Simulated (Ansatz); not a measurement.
The Cd atom from Hartree–Fock to CCSD(T)

The species carries charge 0 and has multiplicity 1. For Cd the d shell is correlated and the shells below it are frozen. Cd takes the def2 core potential. A free atom. Frozen core, restricted reference, the Gaussian-basis code of Ansatz.

| basis | HF (Eh) | MP2 corr. |
| --- | --- | --- |
| def2-SVP | -166.84661 | -0.27682 |
| def2-TZVPP | -166.88392 | -0.44366 |
| def2-QZVPP | -166.88491 | -0.48382 |

**Question.** Estimate the CCSD correlation energy and the (T) correction in each basis where they were run (hartree).

**Answer.** 
| basis | CCSD corr. | (T) |
| --- | --- | --- |
| def2-SVP | -0.27056 | -0.00526 |
| def2-TZVPP | -0.41300 | -0.01412 |
| def2-QZVPP | -0.44596 | -0.01880 |
